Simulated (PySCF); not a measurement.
**Vanadium: a sound run and one with changed settings**

Sound run: V [Ar] 3d3 4s2, V⁺ [Ar] 3d4. All numbers are calculated (PySCF 2.14, no relativity, point nucleus, in pcseg-2). In the sound run the correlated levels freeze [Ar]. The sound run starts from symmetry-adapted Hartree-Fock orbitals and uses a fine grid where one is needed.

Changed run: the spin-free X2C one-electron Hamiltonian (Gaussian nucleus). This setting is unsound on purpose.

```json
{"species": "V", "method": "UHF", "sound run (hartree)": "-942.87398", "changed run (hartree)": "-947.34347", "converged": "yes"}
{"species": "V", "method": "M06-2X", "sound run (hartree)": "-943.88057", "changed run (hartree)": "-948.34890", "converged": "yes"}
{"species": "V", "method": "PBE0", "sound run (hartree)": "-943.69507", "changed run (hartree)": "-948.16328", "converged": "yes"}
{"species": "V", "method": "MP2", "sound run (hartree)": "-942.92818", "changed run (hartree)": "-947.39836", "converged": "yes"}
{"species": "V⁺", "method": "UHF", "sound run (hartree)": "-942.65380", "changed run (hartree)": "-947.11339", "converged": "yes"}
{"species": "V⁺", "method": "M06-2X", "sound run (hartree)": "-943.63073", "changed run (hartree)": "-948.08807", "converged": "yes"}
{"species": "V⁺", "method": "PBE0", "sound run (hartree)": "-943.47125", "changed run (hartree)": "-947.92852", "converged": "yes"}
{"species": "V⁺", "method": "MP2", "sound run (hartree)": "-942.69647", "changed run (hartree)": "-947.15642", "converged": "yes"}
```

Ionisation energy of V:

| method | sound run (eV) | changed run (eV) |
| --- | --- | --- |
| UHF | 5.991 | 6.261 |
| M06-2X | 6.799 | 7.098 |
| PBE0 | 6.091 | 6.388 |
| MP2 | 6.305 | 6.584 |
| SCS-MP2 | 6.798 | 7.077 |

Most of the change in total energy is the relativistic energy itself. On top of that the contraction fixes the core shape for the Hamiltonian it was made with, so the changed run is not a good calculation with the other Hamiltonian either.

For comparison, NIST gives 6.746 eV between the lowest levels.
